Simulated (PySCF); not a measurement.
Zn(NH2)(GeH3) (GeH5NZn), SMILES [NH2][Zn][GeH3].

The structure is a stationary point at B3LYP-D3(BJ)/def2-SVP. The structure was generated by enumeration; whether it is a known compound was not checked. Other conformers were not sampled.

These are TDDFT-PBE/def2-SVPD (PySCF) values and carry that method's errors.

Vertical excitations. Gas-phase values at a fixed geometry.

Task: List the lowest excited states. (The exact figures need the calculation; the answer reports its results.)

Result: 
```tsv
state	energy (eV)	λ (nm)	f	main pairs
S1	4.11	302	0.000	HOMO→LUMO 100 %
S2	4.47	277	0.042	HOMO→LUMO+1 71 %, HOMO→LUMO+2 28 %
S3	4.89	254	0.046	HOMO→LUMO+2 69 %, HOMO→LUMO+1 25 %
S4	5.67	219	0.044	HOMO−1→LUMO 95 %
S5	5.77	215	0.013	HOMO→LUMO+3 97 %
S6	5.91	210	0.216	HOMO−1→LUMO+1 85 %
S7	6.16	201	0.234	HOMO−1→LUMO+2 81 %
S8	6.48	191	0.000	HOMO→LUMO+4 94 %
S9	6.54	190	0.040	HOMO→LUMO+5 88 %
S10	6.67	186	0.018	HOMO→LUMO+6 47 %, HOMO−2→LUMO 40 %
T1	3.97	312	0	HOMO→LUMO+1 94 %
T2	4.03	308	0	HOMO→LUMO 100 %
T3	4.30	288	0	HOMO→LUMO+2 94 %
T4	4.97	250	0	HOMO−1→LUMO 98 %
```
Triplets are in the Tamm–Dancoff approximation, which puts them higher than full response would, so one can lie above its singlet here.
